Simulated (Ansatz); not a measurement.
Mulliken charges of CH₄ClFSn, SMILES `F[CH2][SnH2][Cl]` from r2SCAN/def2-TZVPP in Ansatz (PBE0-D4/def2-TZVP geometry).

```tsv
atom	x (Å)	y (Å)	z (Å)	charge (e)
F1	0.381	2.000	-0.444	-0.228
C2	0.089	1.047	0.511	-0.091
Sn3	0.143	-0.930	-0.369	0.754
Cl4	-2.077	-1.456	-0.877	-0.407
H5	-0.912	1.235	0.906	0.095
H6	0.819	1.128	1.321	0.085
H7	0.654	-2.127	0.734	-0.109
H8	0.997	-0.955	-1.839	-0.100
```

Problem. By hand: the dipole of these point charges (1 e Å = 4.8032 D).

Solution. Σ q r = (0.670, -0.119, 0.436) e Å, of length 0.808 e Å = 3.88 D.

Problem. How does the dipole of the full density compare? (Estimate.)

Solution. Ansatz gave: (0.423, -0.002, 0.361) e Å, 2.67 D; the point charges give 1.45 times that, at 11° from its direction.

Point charges leave out the atoms' own dipoles, such as those of lone pairs, and Mulliken's split depends on the basis, so the two needn't agree.
